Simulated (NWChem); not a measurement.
Molecule: InH₃O; SMILES [OH][InH2]

```xyz
5

In    -0.0053     0.2844     0.0000
H     -1.5847     0.9554     0.0000
H      1.5662     0.9979     0.0000
O     -0.0662    -1.7201     0.0000
H      0.8075    -2.1263     0.0000
```
Atoms are numbered in this order, from 1.

Computed with NWChem. Coordinates come from a PBE0/def2-SVP optimisation. No frequency run checked for a minimum. def2 effective core potentials on In; no spin-orbit coupling. Ions are spin-unrestricted doublets at the neutral geometry; other ion states weren't tried.

Task: Predict the results for PBE/def2-SVP. Quantities: −ε(HOMO) (eV).

Result: 
| Item | Value |
|---|---|
| −ε(HOMO) (eV) | 6.43 |
